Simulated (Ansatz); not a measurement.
`[SiH3][SnH]([Cl])[Cl]` + H₂ → `[SiH3][SnH2][Cl]` + HCl at 298.15 K and 1 bar (hydrogenolysis of the Sn–Cl bond).

Calculated with Ansatz (gas phase, PBE0-D4/def2-TZVP geometries, no zero-point term in ΔE). CCSD(T)/CBS is the MP2 limit (def2-TZVPP, def2-QZVPP) plus CCSD(T) − MP2 in def2-TZVPP, frozen cores. This one scheme is used for every species. def2 core potentials past Kr. For Sn outer-core shells are correlated without core-valence functions, which leaves a few kJ/mol of doubt a bond.

```json
{"species": "`[SiH3][SnH]([Cl])[Cl]`", "CCSD(T)/CBS energy (Eh)": "-1425.15460", "H − E (kJ/mol)": "112.5", "S (J/(mol·K))": "389.0"}
{"species": "H₂", "CCSD(T)/CBS energy (Eh)": "-1.17544", "H − E (kJ/mol)": "35.1", "S (J/(mol·K))": "130.4"}
{"species": "`[SiH3][SnH2][Cl]`", "CCSD(T)/CBS energy (Eh)": "-965.91856", "H − E (kJ/mol)": "123.4", "S (J/(mol·K))": "352.7"}
{"species": "HCl", "CCSD(T)/CBS energy (Eh)": "-460.38127", "H − E (kJ/mol)": "26.6", "S (J/(mol·K))": "186.8"}
```

H − E and S are ideal-gas, rigid-rotor, harmonic terms from PBE0-D4/def2-TZVP. The MP2-based limit puts H₂ 0.8 mEh under its directly extrapolated value; such offsets cancel only in part. 1 Eh = 2625.50 kJ/mol, R = 8.31446 J/(mol·K).

Problem. By hand: ΔE, ΔH, ΔS and ΔG.

Solution. ΔE = (-965.91856) + (-460.38127) − (-1425.15460) − (-1.17544) = 0.03021 Eh = 79.3 kJ/mol. Δ(H − E) = 123.4 + 26.6 − 112.5 − 35.1 = 2.4, so ΔH = 81.7 kJ/mol. ΔS = 352.7 + 186.8 − 389.0 − 130.4 = 20.1 J/(mol·K). ΔG = 81.7 − 298.15 × (20.1)/1000 = 75.7 kJ/mol.

Problem. By hand: the equilibrium constant, and the temperature at which ΔG would vanish if ΔH and ΔS stayed fixed.

Solution. log₁₀ K = −ΔG/(RT ln 10) = -13.3. ΔG = 0 at ΔH/ΔS = 4065 K, far beyond where these terms or the molecules hold.

ΔH outweighs TΔS. A doubt of 5 kJ/mol in ΔE shifts log₁₀ K by 0.9 here. These are equilibria of isolated gas molecules and say nothing of rates. Largest T1 diagnostic: 0.012 (customary marks: 0.02 for closed shells, 0.045 for open ones).
